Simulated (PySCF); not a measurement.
`N[CH2][GeH2][NH2]`. The calculation used PBE0-D3(BJ)/def2-SVP geometry optimisation, gas phase (PySCF 2.14.0).

```
atom  x, y, z in Å
N1    -1.2217   -0.5589    0.9764
C2    -1.1442    0.4921   -0.0215
Ge3    0.5444    0.2229   -0.9838
N4     1.7222   -0.3624    0.3167
H5    -2.0806   -0.4940    1.5189
H6    -0.4468   -0.4594    1.6306
H7    -1.1870    1.5311    0.3674
H8    -1.9700    0.3882   -0.7441
H9     0.3607   -0.7932   -2.1367
H10    1.1302    1.5354   -1.5456
H11    1.6381   -1.3591    0.5046
H12    2.6975   -0.1695    0.1053
```

Question: Which two atoms are farthest apart?

Answer: H5···H12, 4.99 Å; the next longest distance is 4.88 Å.

Question: Where is the centre of mass (commonest isotopes), and what is the radius of gyration?

Answer: Mass 121.990 u; centre at (0.276, 0.079, -0.452) Å; Rg = √(Σ m r²/M) = 1.301 Å. As Ia + Ib + Ic = 2 Σ m r², the three principal moments sum to 412.7 u·Å².

Question: Work out the bond lengths N1–H5, N1–H6, C2–Ge3, C2–H8, Ge3–N4, Ge3–H9, Ge3–H10, N4–H12 in Å.

Answer: For N1–H5 the difference vector is (-0.8589, 0.0649, 0.5425) Å, of length 1.0180 Å. N1–H5 1.018; N1–H6 1.019; C2–Ge3 1.962; C2–H8 1.102; Ge3–N4 1.850; Ge3–H9 1.548; Ge3–H10 1.543; N4–H12 1.016 Å.

Question: How far are the heavy atoms from their best plane (unweighted least squares)?

Answer: 0.191 Å rms; N1 0.17, C2 0.25, Ge3 0.20, N4 0.12 Å (magnitudes).

Question: How far apart are these pairs, which share no bond: N1···H12, C2···H10, N4···H6, N4···H9, H6···H9, H7···H9?

Answer: N1···H12 4.034 Å (4 bonds apart); C2···H10 2.930 Å (2 bonds apart); N4···H6 2.538 Å (4 bonds apart); N4···H9 2.839 Å (2 bonds apart); H6···H9 3.867 Å (4 bonds apart); H7···H9 3.751 Å (3 bonds apart).

Question: What is the repulsion energy of the bare nuclei, Σ ZA·ZB/RAB?

Answer: 296.68 Eh over 66 pairs, with full nuclear charges and distances in bohr; the largest single term is 64.09 Eh (Ge3 with N4).

Question: What are the angles H7–C2–H8, N1–C2–H8, H9–Ge3–H10, C2–Ge3–N4, C2–Ge3–H10, C2–Ge3–H9, Ge3–N4–H12?

Answer: From the scalar product of the two bond vectors; for H7–C2–H8 it is -0.3536 Å² over 1.1102 × 1.1022 Å², cos θ = -0.2890. H7–C2–H8 106.8°; N1–C2–H8 110.0°; H9–Ge3–H10 109.4°; C2–Ge3–N4 104.3°; C2–Ge3–H10 112.9°; C2–Ge3–H9 110.7°; Ge3–N4–H12 113.9°.

Question: Give the dihedral angles C2–Ge3–N4–H11, N1–C2–Ge3–H10, H6–N1–C2–H7, H10–Ge3–N4–H12, H10–Ge3–N4–H11, H5–N1–C2–Ge3.

Answer: C2–Ge3–N4–H11 82° (synclinal); N1–C2–Ge3–H10 -151° (antiperiplanar); H6–N1–C2–H7 -60° (synclinal); H10–Ge3–N4–H12 -35° (synclinal); H10–Ge3–N4–H11 -158° (antiperiplanar); H5–N1–C2–Ge3 180° (antiperiplanar). Dihedral signs follow IUPAC: positive where, seen along the central bond, the front bond turns clockwise onto the rear one.

Question: Write the matrix of distances between heavy atoms (Å, lower triangle).

Answer: 
```
N1    0.000
C2    1.451  0.000
Ge3   2.752  1.962  0.000
N4    3.023  3.010  1.850  0.000
```

Stationary, but not proved a minimum. The numbers are those of one conformer.
